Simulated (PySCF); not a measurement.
Level of theory: PBE-D3(BJ)/def2-TZVP // CAM-B3LYP-D3(BJ)/def2-TZVP in PySCF 2.14.0. Gas-phase values, no solvent. One relaxed conformer stands for a flexible species; it need not be the lowest. 

Reference species (SMILES): `OB(O)O` (neutral, multiplicity 1).

- S1 oscillator strength: 0.001
- LUMO: -0.70 eV

Changed species: `OB(N)O` (O–B–O–H torsion 0°, O–B–O–H torsion 180°) (1 of 3 OH replaced by NH2; the reference has 0 of 3 OH replaced by NH2).

Question: Predict the effect on the S1 oscillator strength and LUMO.

Answer: the S1 oscillator strength hardly moves; the LUMO rises by 0.46 eV, to -0.24 eV.
